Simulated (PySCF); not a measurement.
Compound: C6H8FNO.
Geometry (HF/def2-SV(P), Å), atoms numbered from 1 in this order:
```
atom  x, y, z in Å
C1     2.369   -0.065   -0.282
N2     0.922   -0.029   -0.196
C3     0.305    1.222   -0.005
C4    -0.950    1.339    0.378
F5    -1.495    2.531    0.574
C6    -1.827    0.155    0.615
C7    -1.317   -1.013   -0.232
C8     0.194   -1.188   -0.244
O9     0.696   -2.264   -0.341
H10    2.682   -1.095   -0.417
H11    2.821    0.329    0.632
H12    2.716    0.529   -1.131
H13    0.927    2.090   -0.172
H14   -2.855    0.398    0.345
H15   -1.833   -0.101    1.681
H16   -1.747   -1.963    0.080
H17   -1.606   -0.854   -1.276
```

The calculation used PySCF 2.14.0, HF/def2-SV(P) geometry optimisation, gas phase.

Take the most abundant isotopes and a rigid rotor. The values belong to one conformer with, in the numbering `[CH3:1][N:2]1[CH:3]=[C:4]([F:5])[CH2:6][CH2:7][C:8]1=[O:9]`, C1–N2–C3–C4 -165°, C3–C4–C6–C7 -26°, C4–C6–C7–C8 43°, C6–C7–C8–O9 148°.

Problem. What are A, B and C (MHz)?

Solution. Ia = 174.63, Ib = 379.59, Ic = 537.89 u·Å²; 505379 MHz·u·Å²/I gives A = 2894, B = 1331, C = 939.6 MHz.

Problem. What kind of rotor is it?

Solution. An asymmetric top; Ray's κ = -0.599.

Problem. What does the inertial defect say?

Solution. Not planar: Δ = Ic − Ia − Ib = -16.34 u·Å². For a rigid frame Δ = −2 Σ m c², so Σ m c² = 8.17 u·Å² lies off the ab plane: 5.58 from hydrogen and 2.59 from heavier atoms. The atom farthest from that plane is 1.38 Å away.

Problem. Which types of transition are allowed, and where do some lines up to J = 5 fall?

Solution. The dipole components are |μa| = 1.38 D, |μb| = 0.90 D, |μc| = 0.22 D. Intensities carry the squares of the components, which stand as 1.00 : 0.42 : 0.02 (a : b : c). Some lines, for components of 0.1 D or more:

```tsv
type	branch	J(Ka,Kc)	MHz	lower level (cm⁻¹)
c	Q	3(1,3) ← 3(0,3)	859	0.444
b	Q	1(1,0) ← 1(0,1)	1954	0.076
c	Q	3(2,2) ← 3(1,2)	4144	0.551
b	Q	4(2,2) ← 4(1,3)	4339	0.875
c	Q	4(3,2) ← 4(2,2)	8116	1.020
a	R	4(0,4) ← 3(0,3)	8520	0.444
b	Q	3(3,0) ← 3(2,1)	8523	0.700
b	Q	5(3,3) ← 5(2,4)	9297	1.364
b	R	5(0,5) ← 4(1,4)	9860	0.746
c	R	2(2,1) ← 1(1,1)	10013	0.128
a	R	5(3,2) ← 4(3,1)	11651	1.292
c	R	5(1,4) ← 4(0,4)	16375	0.728
b	R	4(3,2) ← 3(2,1)	17712	0.700
c	R	5(3,2) ← 4(2,2)	19813	1.020
c	R	5(3,3) ← 4(2,3)	20508	0.990
```

Stationary, but not proved a minimum. No vibrational averaging or centrifugal distortion is included, and the geometry carries the error of its method. A rigid rotor knows nothing of internal rotation, which can split or shift real lines. Quadrupole hyperfine structure (14N) is left out.

The run took 73 s wall on Arm Neoverse N1, one thread, shared host with 64 logical CPUs at a one-minute load of 53, and the process peaked at 0.54 GiB of memory. That covers the optimisation of the geometry.
